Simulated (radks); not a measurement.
Values are calculated unless marked as measured or tabulated.
Pr39+, configuration [Ar] 3d2.

Level of theory: Dirac Kohn-Sham, LDA (Slater exchange, Perdew-Wang correlation), spin-unpolarised, spherical densities, point nucleus; open shells are shared between the two j in proportion to 2j + 1 (a radial shooting solver on a logarithmic mesh with Libxc functionals).

Energy parts (Ry):
part                       energy
total                 -16043.8023
kinetic                17416.8982
electron-nucleus      -35770.8854
Hartree                 2581.8501
exchange-correlation    -271.6651

Orbitals (lengths in bohr, moments of r in powers of bohr; <r^-3> diverges for s and p1/2; r(max) is where P^2 peaks; r(90%) holds 90 % of the orbital's charge):
| orbital | occ. | eigenvalue (Ry) | <r^-3> | <r> | r(max) | r(90%) |
|---|---|---|---|---|---|---|
| 1s1/2 | 2 | -3225.529 | - | 0.02411 | 0.01542 | 0.0435 |
| 2s1/2 | 2 | -647.2287 | - | 0.1018 | 0.08718 | 0.158 |
| 2p1/2 | 2 | -621.7153 | - | 0.08538 | 0.06629 | 0.140 |
| 2p3/2 | 4 | -585.8172 | 7615 | 0.09152 | 0.07158 | 0.148 |
| 3s1/2 | 2 | -238.1514 | - | 0.2538 | 0.2388 | 0.370 |
| 3p1/2 | 2 | -228.3204 | - | 0.2412 | 0.2244 | 0.359 |
| 3p3/2 | 4 | -219.7914 | 1868 | 0.2511 | 0.2344 | 0.372 |
| 3d3/2 | 0.8 | -204.6535 | 320.2 | 0.2186 | 0.1832 | 0.335 |
| 3d5/2 | 1.2 | -202.6652 | 290.7 | 0.2216 | 0.1859 | 0.339 |

The highest occupied level is 3d5/2 at -2757.4 eV. For comparison, the ionisation energy in NIST's Atomic Spectra Database is 2838 eV (theoretical). In exact Kohn-Sham theory the highest level is minus the ionisation energy, but local and semilocal functionals leave it too shallow, through self-interaction and a potential that decays too fast; potentials with the right tail come closer. Summed over all electrons, <r^2> = 0.7702 bohr^2, which gives a Langevin (diamagnetic) susceptibility term of -0.61 x 10^-6 cm^3/mol. The density falls to 0.001 e/bohr^3 at r = 0.76 bohr.

Beside tabulated values, note that spin-unpolarised runs miss the spin-polarisation part of the exchange energy of open shells.
